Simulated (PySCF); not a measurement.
# How methods differ on the ionisation energy of Mn¹⁰⁺

Mn¹⁰⁺ [Ne] 3s2 3p3 (4S) → Mn¹¹⁺ [Ne] 3s2 3p2 (3P), as a difference of total energies. Computed with PySCF 2.14 in an even-tempered Gaussian basis (19 s from 0.59 bohr⁻², ratio 2.5; 12 p from 0.76 bohr⁻², ratio 2.5; 5 d from 4.4 bohr⁻², ratio 2.7; 4 f from 6.6 bohr⁻², ratio 2.7), with the spin-free X2C one-electron Hamiltonian (Gaussian nucleus). Correlated levels: outer shells: 1s2 frozen; virtual orbitals above 40 to 60 times the deepest correlated orbital energy dropped. The calculations carry no spin-orbit coupling.

```
                method  ionisation energy (eV)
                   UHF                  283.53
    MP2 (outer shells)                  284.10
SCS-MP2 (outer shells)                  283.89
   CCSD (outer shells)                  283.95
CCSD(T) (outer shells)                  283.95
```

Question: How much does correlation contribute at CCSD(T) (outer shells)?

Answer: 283.95 − (283.53) = 0.42 eV, measured against UHF.

A first-order spin-orbit estimate (lowest level to lowest level, LS coupling) adds -1.157 eV.

For comparison: 286.1 ± 0.5 eV (semi-empirical (NIST evaluation); NIST Atomic Spectra Database, ionization energies).
